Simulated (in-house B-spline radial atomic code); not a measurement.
# Ionising neutral aluminium with different functionals

Computed with a B-spline radial code for spherical atoms: non-relativistic Hamiltonian, point nucleus, spin-polarised at highest spin, spherical fractional occupations for the functionals, the average over the highest-spin determinants for Hartree-Fock. The ionisation energy is the difference of two self-consistent energies, [Ne] 3s2 3p1 → [Ne] 3s2, without Breit or QED terms; ε is the level of the shell that loses the electron (its least bound occupied spin orbital).

Hybrids are left out here: with spherical fractional occupations of an open shell their exact exchange keeps a self-interaction that integer-occupation calculations don't have.

```
           method          rung  ΔSCF (eV)  -ε(3p) (eV)
     Hartree-Fock  Hartree-Fock       5.50         5.71
         LDA VWN5           LDA       6.00         3.03
         LDA PW92           LDA          ?            ?
LDA exchange-only           LDA       5.16         2.35
              PBE           GGA       5.96         3.02
           PBEsol           GGA       5.94         2.99
             BLYP           GGA          ?            ?
             RPBE           GGA       5.96         3.02
             PW91           GGA       6.00         3.04
             BP86           GGA       6.05         3.08
             AM05           GGA       5.90         2.95
             OLYP           GGA       5.80         2.82
             TPSS      meta-GGA       5.94         3.01
             SCAN      meta-GGA       5.90         3.06
           r2SCAN      meta-GGA       5.91         3.06
            M06-L      meta-GGA       5.66         2.85
          revTPSS      meta-GGA       5.93         3.00
```

What does BLYP give?

ΔSCF 5.77 eV, and -ε(3p) = 2.77 eV.

What does LDA PW92 give?

ΔSCF 6.00 eV, and -ε(3p) = 3.02 eV.

How do they compare with the NIST value?

NIST lists 5.986 eV (measured, ground level to ground level). Errors run from -0.82 to +0.06 eV; LDA PW92 is closest (+0.01 eV), but part of that can be cancellation, since the calculations leave out relativity, Breit-QED terms, multiplet and fine-structure energies. Hartree-Fock also lacks correlation.
